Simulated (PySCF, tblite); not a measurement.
Isomers of C8H7F, one GFN2-xTB conformer each. Single-point energies are computed at PBE0/pcSseg-1 (PySCF, gas phase, no added dispersion term), electronic only.

Question: Rank them by PBE0/pcSseg-1 energy, lowest first (kJ/mol).
A. `F[C@@]12C[C@H]2C=C(C#C)C1`
B. `C#CC#C/C(C)=C(/C)F`

Answer: A (0.0), B (82.0).

As drawn, the lower has a three-membered ring, which the higher lacks. GFN2-xTB itself gives, in the same order: 0.0, 111.2. Both levels put the same isomer lowest.

Question: Which frontier levels, dipoles and rotational constants go with these structures?

Answer: 
```json
{"SMILES": "C#CC1=C[C@@H]2C[C@]2(F)C1", "HOMO (eV, PBE0/pcSseg-1)": "-6.72", "LUMO (eV)": "-0.91", "dipole (D)": "1.20", "A, B, C (MHz)": "4166, 1080, 949.8"}
{"SMILES": "C#CC#C/C(C)=C(/C)F", "HOMO (eV, PBE0/pcSseg-1)": "-6.42", "LUMO (eV)": "-1.29", "dipole (D)": "2.85", "A, B, C (MHz)": "3724, 753.3, 631.4"}
```

Question: What happens when harmonic zero-point energies from GFN2-xTB frequencies are added?

Answer: 
```
                   SMILES  ZPE (kJ/mol)  electronic (kJ/mol)  with ZPE (kJ/mol)
C#CC1=C[C@@H]2C[C@]2(F)C1         316.0                  0.0                0.0
       C#CC#C/C(C)=C(/C)F         304.7                 82.0               70.6
```

The zero-point energies span 11.3 kJ/mol. The order is unchanged.
